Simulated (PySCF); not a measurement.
Isomers of C8H15NO.

All values: PBE0/pcSseg-1 (PySCF) at GFN2-xTB geometries, gas phase, one conformer each.

Task: Rank by the highest Hirshfeld charge on any atom, lowest value first.
A. `[CH3:1][N:2]([CH:3]=[O:4])[CH2:5][CH:6]1[CH2:7][CH2:8][CH2:9][CH2:10]1` with C1–N2–C3–O4 180°, C1–N2–C5–C6 -71°, N2–C5–C6–C7 178°, C5–C6–C7–C8 142°, C6–C7–C8–C9 -38°, C7–C8–C9–C10 42°, C8–C9–C10–C6 -30°
B. `[CH2:1]=[C:2]([CH2:3][CH3:4])[C:5](=[O:6])[N:7]([CH3:8])[CH2:9][CH3:10]` with C1–C2–C3–C4 -114°, C1–C2–C5–O6 -112°, C2–C5–N7–C8 5°, C5–N7–C9–C10 -94°
C. `[CH3:1][CH2:2]/[CH:3]=[C:4](\[C:5]([NH2:6])=[O:7])[CH:8]([CH3:9])[CH3:10]` with C1–C2–C3–C4 117°, C3–C4–C5–N6 -68°, C4–C5–N6–H 2° and 179°, C3–C4–C8–C9 -107°

Result: A (+0.127 e), B (+0.169 e), C (+0.180 e).

Task: Rank by HOMO–LUMO gap, lowest first.
A. `[CH2:1]=[C:2]([CH2:3][CH3:4])[C:5](=[O:6])[N:7]([CH3:8])[CH2:9][CH3:10]` with C1–C2–C3–C4 -114°, C1–C2–C5–O6 -112°, C2–C5–N7–C8 5°, C5–N7–C9–C10 -94°
B. `[CH3:1][N:2]([CH:3]=[O:4])[CH2:5][CH:6]1[CH2:7][CH2:8][CH2:9][CH2:10]1` with C1–N2–C3–O4 180°, C1–N2–C5–C6 -71°, N2–C5–C6–C7 178°, C5–C6–C7–C8 142°, C6–C7–C8–C9 -38°, C7–C8–C9–C10 42°, C8–C9–C10–C6 -30°
C. `[CH3:1][CH2:2]/[CH:3]=[C:4](\[C:5]([NH2:6])=[O:7])[CH:8]([CH3:9])[CH3:10]` with C1–C2–C3–C4 117°, C3–C4–C5–N6 -68°, C4–C5–N6–H 2° and 179°, C3–C4–C8–C9 -107°
D. `[CH2:1]=[CH:2][CH2:3][CH2:4][C:5](=[O:6])[NH:7][CH:8]([CH3:9])[CH3:10]` with C1–C2–C3–C4 122°, C2–C3–C4–C5 171°, C3–C4–C5–O6 -26°, C4–C5–N7–C8 180°, C5–N7–C8–C9 116°
E. `[CH3:1][C:2](=[O:3])[NH:4][C@@H:5]1[CH2:6][CH2:7][CH2:8][C@H:9]1[CH3:10]` with C1–C2–N4–C5 -179°, C2–N4–C5–C6 -130°, N4–C5–C6–C7 -115°, C5–C6–C7–C8 -30°, C6–C7–C8–C9 41°, C7–C8–C9–C10 -160°

Result: A (6.71 eV), C (7.05 eV), D (7.63 eV), B (7.83 eV), E (8.01 eV).

All values together:

```csv
SMILES,μ (D),HOMO (eV),LUMO (eV),lowest IAO charge (e),highest IAO charge (e),lowest Hirshfeld charge (e),highest Hirshfeld charge (e)
CN(C=O)CC1CCCC1,3.93,-6.99,0.84,-0.498 (O),+0.295 (C),-0.288 (O),+0.127 (C)
CC/C=C(\C(N)=O)C(C)C,3.65,-7.05,0.00,-0.505 (N),+0.434 (C),-0.279 (O),+0.180 (C)
CC(=O)N[C@@H]1CCC[C@H]1C,3.74,-7.04,0.97,-0.510 (O),+0.434 (C),-0.294 (O),+0.174 (C)
C=C(CC)C(=O)N(C)CC,3.62,-6.87,-0.16,-0.513 (O),+0.404 (C),-0.285 (O),+0.169 (C)
C=CCCC(=O)NC(C)C,3.53,-7.12,0.51,-0.512 (O),+0.427 (C),-0.282 (O),+0.176 (C)
```

Conformers: `[CH3:1][N:2]([CH:3]=[O:4])[CH2:5][CH:6]1[CH2:7][CH2:8][CH2:9][CH2:10]1` with C1–N2–C3–O4 180°, C1–N2–C5–C6 -71°, N2–C5–C6–C7 178°, C5–C6–C7–C8 142°, C6–C7–C8–C9 -38°, C7–C8–C9–C10 42°, C8–C9–C10–C6 -30°; `[CH3:1][CH2:2]/[CH:3]=[C:4](\[C:5]([NH2:6])=[O:7])[CH:8]([CH3:9])[CH3:10]` with C1–C2–C3–C4 117°, C3–C4–C5–N6 -68°, C4–C5–N6–H 2° and 179°, C3–C4–C8–C9 -107°; `[CH3:1][C:2](=[O:3])[NH:4][C@@H:5]1[CH2:6][CH2:7][CH2:8][C@H:9]1[CH3:10]` with C1–C2–N4–C5 -179°, C2–N4–C5–C6 -130°, N4–C5–C6–C7 -115°, C5–C6–C7–C8 -30°, C6–C7–C8–C9 41°, C7–C8–C9–C10 -160°; `[CH2:1]=[C:2]([CH2:3][CH3:4])[C:5](=[O:6])[N:7]([CH3:8])[CH2:9][CH3:10]` with C1–C2–C3–C4 -114°, C1–C2–C5–O6 -112°, C2–C5–N7–C8 5°, C5–N7–C9–C10 -94°; `[CH2:1]=[CH:2][CH2:3][CH2:4][C:5](=[O:6])[NH:7][CH:8]([CH3:9])[CH3:10]` with C1–C2–C3–C4 122°, C2–C3–C4–C5 171°, C3–C4–C5–O6 -26°, C4–C5–N7–C8 180°, C5–N7–C8–C9 116°.
